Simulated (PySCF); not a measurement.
SMILES CC(C)[CH][GeH3] (C₄H₁₁Ge), doublet (GFN2-xTB optimised geometry):

```
16

C     -0.177    -1.416     3.702
C     -1.297    -0.764     2.873
C     -2.647    -1.002     3.556
C     -1.290    -1.314     1.497
Ge    -0.535    -0.408     0.000
H     -0.167    -1.001     4.708
H     -0.333    -2.490     3.768
H      0.789    -1.233     3.237
H     -1.102     0.314     2.834
H     -2.856    -2.068     3.619
H     -3.446    -0.527     2.990
H     -2.641    -0.589     4.562
H     -1.654    -2.327     1.393
H     -0.969    -1.036    -1.282
H      0.969    -0.408     0.000
H     -0.930     1.036     0.000
```

Method: unrestricted PBE0/def2-TZVP in PySCF.

**Question.** What are the frontier orbital energies (α orbitals alone; a β orbital can be the lowest empty one) and the dipole moment?

**Answer.** HOMO-2 -9.32 eV, HOMO-1 -8.77 eV, HOMO -6.10 eV, LUMO 0.97 eV, LUMO+1 1.68 eV; dipole moment 0.97 D.

On the same geometry unrestricted PBE/def2-TZVP in PySCF 2.14.0 gives HOMO-2 -7.97 eV, HOMO-1 -7.47 eV, HOMO -4.77 eV, LUMO 0.17 eV, LUMO+1 0.80 eV; dipole moment 1.00 D.

Meta-Löwdin charges at PBE0/def2-TZVP: C1 -0.34, C2 -0.05, C3 -0.34, C4 -0.31, Ge5 0.35, H6 0.11, H7 0.11, H8 0.12, H9 0.10, H10 0.11, H11 0.12, H12 0.11, H13 0.12, H14 -0.06, H15 -0.07, H16 -0.07.
